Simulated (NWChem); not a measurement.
# C₂H₅FTe; SMILES CC[Te]F

```xyz
9

Te     0.2234    -0.5896    -0.0754
F     -1.7133    -0.3967     0.0888
C      0.4577     1.4827    -0.6114
C     -0.1931     2.4154     0.3898
H      0.0350     1.5944    -1.6201
H      1.5484     1.6293    -0.6877
H      0.2943     2.3580     1.3744
H     -1.2541     2.1580     0.5220
H     -0.1366     3.4582     0.0364
```
Atoms are numbered in this order, from 1.

Level: PBE0/def2-SVP with def2 effective core potentials on Te (NWChem), optimised geometry, unscaled harmonic frequencies. def2 effective core potentials on Te; no spin-orbit coupling.

**Question.** List the harmonic frequencies with IR intensities, and the thermochemistry.

**Answer.** 
| frequency (cm⁻¹) | IR intensity (km/mol) |
|---|---|
| 66 | 1.0 |
| 149 | 3.9 |
| 260 | 0.2 |
| 273 | 0.9 |
| 511 | 1.5 |
| 613 | 42.8 |
| 714 | 9.7 |
| 956 | 11.4 |
| 987 | 1.2 |
| 1074 | 2.8 |
| 1218 | 26.0 |
| 1246 | 10.3 |
| 1386 | 5.8 |
| 1432 | 2.4 |
| 1458 | 10.8 |
| 1477 | 4.6 |
| 3055 | 21.5 |
| 3081 | 7.5 |
| 3147 | 5.3 |
| 3155 | 1.7 |
| 3173 | 6.2 |

```yaml
zero_point_energy: 42.1 kcal/mol
thermal correction to the enthalpy at 298.15 K (with zero-point energy): 46.3 kcal/mol
heat capacity Cv: 18.2 cal/(mol K)
entropy at 298.15 K and 1 atm (symmetry number 1): 79.9 cal/(mol K)
```

Rigid rotor and harmonic oscillator; modes under 100 cm⁻¹ make the entropy uncertain.
